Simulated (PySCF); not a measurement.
Si(H)(I)(Me)2 (C2H7ISi), SMILES C[SiH](C)I.

Geometry: B3LYP-D3(BJ)/def2-SVP. The def2 effective core potentials stand for the cores of I; spin–orbit coupling is left out.

Calculation: PySCF with HF/def2-TZVP.

Symmetry labels are those of the subgroup Cs that the program uses (full group Cs).

Question: List the valence orbital energies around the gap with their symmetry. (An estimate is asked for; the answer gives what the named calculation found.)

Answer: 
```tsv
orbital	symmetry	energy (eV)
HOMO−7	A'	-15.72
HOMO−6	A"	-15.26
HOMO−5	A"	-15.21
HOMO−4	A'	-12.95
HOMO−3	A"	-12.61
HOMO−2	A'	-11.46
HOMO−1	A"	-9.88
HOMO	A'	-9.87
LUMO	A'	3.07
LUMO+1	A'	3.53
LUMO+2	A"	3.70
LUMO+3	A'	4.53
```
